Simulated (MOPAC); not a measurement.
A run for MOPAC: PM6 on F2Sn (SMILES [F][Sn][F]), a point of a bond scan (R = 2.630 Å).

```
PM6 1SCF PRECISE CHARGE=0 THREADS=1
F2Sn

Sn     0.02632264 1    -0.01583816 1     0.34295287 1
F      0.87444790 1     1.75848254 1    -1.40329569 1
F     -0.80080048 1    -1.21048367 1    -0.95472913 1
```

Program output:

```
*******************************************************************************
 **                                                                           **
 **                              MOPAC v23.2.5                                **
 **                                                                           **
 *******************************************************************************
 ** MOPAC's Digital Object Identifier: https://doi.org/10.5281/zenodo.6511958 **
 **                                                                           **
 ** Please cite the open-source release paper for use of this MOPAC version:  **
 ** J. E. Moussa and J. J. P. Stewart (2026)                                  **
 ** MOPAC: An open-source semiempirical molecular orbital program             **
 ** J. Open Source Softw., 11(119), 8025, https://doi.org/10.21105/joss.08025 **
 *******************************************************************************

                              PM6 CALCULATION RESULTS

 *******************************************************************************
 *  PM6        - The PM6 Hamiltonian to be used
 *
 *
 *
 *                 CHARGE ON SYSTEM = 0
 *
 *
 *
 *  PRECISE    - TIGHTER CRITERIA TO BE USED
 *  1SCF       - DO 1 SCF AND THEN STOP
 *  THREADS=1  - MULTI-THREADING NOT USED
 *  T=         - A TIME OF 172800.0 SECONDS REQUESTED
 *  DUMP=N     - RESTART FILE WRITTEN EVERY 7200.0 SECONDS REQUESTED
 *******************************************************************************
PM6 1SCF PRECISE CHARGE=0 THREADS=1
 F2Sn

   ATOM   CHEMICAL          X               Y               Z
  NUMBER   SYMBOL      (ANGSTROMS)     (ANGSTROMS)     (ANGSTROMS)

     1      Sn          0.02632264  *  -0.01583816  *   0.34295287  *
     2       F          0.87444790  *   1.75848254  *  -1.40329569  *
     3       F         -0.80080048  *  -1.21048367  *  -0.95472913  *



          CARTESIAN COORDINATES

    NO.       ATOM           X           Y           Z

     1        Sn          0.0263     -0.0158      0.3430
     2         F          0.8744      1.7585     -1.4033
     3         F         -0.8008     -1.2105     -0.9547

 General Reference for PM6:
 "Optimization of Parameters for Semiempirical Methods V: Modification of NDDO Approximations
 and Application to 70 Elements", J. J. P. Stewart, J. Mol. Mod., 13, 1173-1213 (2007)
 URL: https://link.springer.com/article/10.1007/s00894-007-0233-4

           Empirical Formula: Sn F2  =     3 atoms



      MOLECULAR POINT GROUP   :   Cs


      RHF CALCULATION, NO. OF DOUBLY OCCUPIED LEVELS = 9


 -------------------------------------------------------------------------------
 PM6 1SCF PRECISE CHARGE=0 THREADS=1
 F2Sn



     1SCF WAS SPECIFIED, SO BFGS WAS NOT USED
     SCF FIELD WAS ACHIEVED


                              PM6 CALCULATION
                                                       MOPAC v23.2.5 Linux




          FINAL HEAT OF FORMATION =        -66.06088 KCAL/MOL =    -276.39871 KJ/MOL


          COSMO AREA              =        104.01 SQUARE ANGSTROMS
          COSMO VOLUME            =         90.98 CUBIC ANGSTROMS

          IONIZATION POTENTIAL    =          9.868425 EV
          HOMO LUMO ENERGIES (EV) =         -9.868 -2.087
          NO. OF FILLED LEVELS    =          9
          MOLECULAR WEIGHT        =        156.6868         POINT GROUP:  Cs

          MOLECULAR DIMENSIONS (Angstroms)

            Atom       Atom       Distance
            F     3    F     2     3.43838
            F     2   Sn     1     1.48136
            F     2    F     3     0.00000


          SCF CALCULATIONS        =          1





   ATOM   CHEMICAL          X               Y               Z
  NUMBER   SYMBOL      (ANGSTROMS)     (ANGSTROMS)     (ANGSTROMS)

     1      Sn          0.02632264  *  -0.01583816  *   0.34295287  *
     2       F          0.87444790  *   1.75848254  *  -1.40329569  *
     3       F         -0.80080048  *  -1.21048367  *  -0.95472913  *

                             CARTESIAN COORDINATES

   1   Sn        0.026322640    -0.015838160     0.342952870
   2    F        0.874447900     1.758482540    -1.403295690
   3    F       -0.800800480    -1.210483670    -0.954729130


           Empirical Formula: Sn F2  =     3 atoms



      MOLECULAR POINT GROUP   :   Cs


                  EIGENVALUES
 -38.45965 -33.66531 -15.51950 -15.00097 -14.93535 -11.40860 -11.35644 -11.17578
  -9.86842  -2.08722  -1.12861   0.19160


              NET ATOMIC CHARGES AND DIPOLE CONTRIBUTIONS

  ATOM NO.   TYPE          CHARGE      No. of ELECS.   s-Pop       p-Pop
    1         Sn           1.250590        2.7494     1.88842     0.86099
    2          F          -0.725947        7.7259     1.99785     5.72810
    3          F          -0.524644        7.5246     1.97515     5.54949
 DIPOLE           X         Y         Z       TOTAL
 POINT-CHG.    -0.873    -3.176     9.359     9.922
 HYBRID        -0.484    -0.351    -2.708     2.773
 SUM           -1.357    -3.527     6.651     7.650


          ATOMIC ORBITAL ELECTRON POPULATIONS

     Atom    s        px        py        pz
    1 Sn   1.88842   0.12799   0.25811   0.47490
    2  F   1.99785   1.96751   1.87487   1.88572
    3  F   1.97515   1.89642   1.82874   1.82433

 **********************
 *                    *
 * JOB ENDED NORMALLY *
 *                    *
 **********************




 == MOPAC DONE ==
```

The run finished.

Cost: about 0.05 core-seconds (a rough figure).
